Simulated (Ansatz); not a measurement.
`O[SiH2][SnH2][Cl]`, relaxed with RKS PBE0-D4/def2-TZVP in Ansatz 0.2.0 from a PBE-D4/def2-SVP geometry. The force threshold is 0.005 eV/Å; the program also tests the step.

Total charge 0; spin multiplicity 1. Sn takes the def2 core potential.

Start:

```xyz
9

O    -0.446    0.394   -1.925
Si   -1.164    0.472   -0.416
Sn    0.772   -0.238    1.168
Cl    2.021   -1.275   -0.641
H     0.348   -0.189   -1.929
H    -1.642    1.870   -0.151
H    -2.315   -0.483   -0.233
H     1.856    0.954    1.799
H     0.570   -1.505    2.328
```

(1) How much energy does the relaxation release, and in how many steps? (Best estimate.)

(2) Which bonds change most? (Estimate.)

(3) Give the relaxed structure. (Best estimate.)

Results:

(1) Computed: 0.07 eV, in 14 steps, 1 of them rejected.

(2) Ansatz gave: Sn3–Cl4 from 2.430 to 2.375 Å; O1–Si2 from 1.673 to 1.640 Å; Sn3–H8 from 1.730 to 1.706 Å; Sn3–H9 from 1.730 to 1.706 Å.

(3) Ansatz gave: 
```xyz
9

O    -0.518    0.357   -1.922
Si   -1.139    0.466   -0.407
Sn    0.790   -0.251    1.145
Cl    2.119   -1.239   -0.557
H     0.270   -0.190   -2.018
H    -1.567    1.862   -0.150
H    -2.298   -0.441   -0.199
H     1.800    0.941    1.831
H     0.543   -1.504    2.276
```
